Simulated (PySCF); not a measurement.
## CH4NOSi: g tensor and hyperfine couplings

Species: CH4NOSi (doublet state).
Geometry (GFN2-xTB, Å), atoms numbered from 1 in this order:
```
atom  x, y, z in Å
O1    -1.855   -1.433    0.069
C2    -1.746   -0.240   -0.003
N3    -0.681    0.544   -0.041
Si4    1.010   -0.021    0.011
H5    -0.871    1.533   -0.097
H6     1.724    1.085   -0.622
H7     1.044   -1.257   -0.753
H8     1.384   -0.202    1.412
```

The hyperfine couplings belong to this conformer and change with its torsions.

As a line formula: `O=[C]N[SiH3]` [radical].

The calculation used PySCF, UKS B3LYP, pcH-1 on C H N O Si, non-relativistic, mean-field spin-orbit, GIAO. The structure is a single GFN2-xTB conformer in the gas phase; no vibrational or solvent corrections. Couplings are sensitive to structure, and on GFN2-xTB geometries they can be far from those on DFT ones. Stability of the SCF solution: not tested.

* g1, g2, g3: 1.99862, 2.00193, 2.00458
* g_iso: 2.00171
* Form of g: rhombic: the two nearest values differ by 44 % of g3 − g1
* ⟨S²⟩: 0.7527 (exact 0.7500)
* α and β electrons: 20, 19
* Total energy: -459.97605 Eh
* Basis functions: 150

Hyperfine couplings atom by atom, in G; T1 to T3 are the principal values of the dipolar part (MHz turned into gauss with g_iso; 10 G = 1 mT):

```csv
atom,isotope,a_iso,of which spin–orbit,T1,T2,T3,Mulliken spin population
O1,17O,-18.1,0.0,-37.7,18.1,19.6,0.26
C2,13C,155.5,-0.1,-17.7,-16.3,34.0,0.67
N3,14N,22.6,0.0,-1.9,-1.2,3.1,-0.01
Si4,29Si,-13.6,0.0,-6.4,3.1,3.3,0.09
H5,1H,4.5,0.0,-3.8,-2.6,6.4,0.00
H6,1H,0.1,0.0,-0.8,-0.2,1.0,0.00
H7,1H,-0.5,0.0,-1.0,-0.4,1.3,0.00
H8,1H,-0.3,0.0,-0.7,-0.3,1.1,0.00
```

Largest spin populations (Mulliken): C2 (+0.67), O1 (+0.26) and Si4 (+0.09).

Under fast tumbling the dipolar parts average out, and these isotropic splittings remain: 1 × 14N (N3, I = 1, 3 lines) with 2.26 mT and 1 × 1H (H5, I = 1/2, 2 lines) with 0.45 mT.

The 17O coupling of O1 (-50.7 MHz) shows only in satellite lines or after enrichment, since that isotope makes up about 0.038 % of natural oxygen.

The 13C coupling of C2 (435.6 MHz) shows only in satellite lines or after enrichment, since that isotope makes up about 1.07 % of natural carbon.
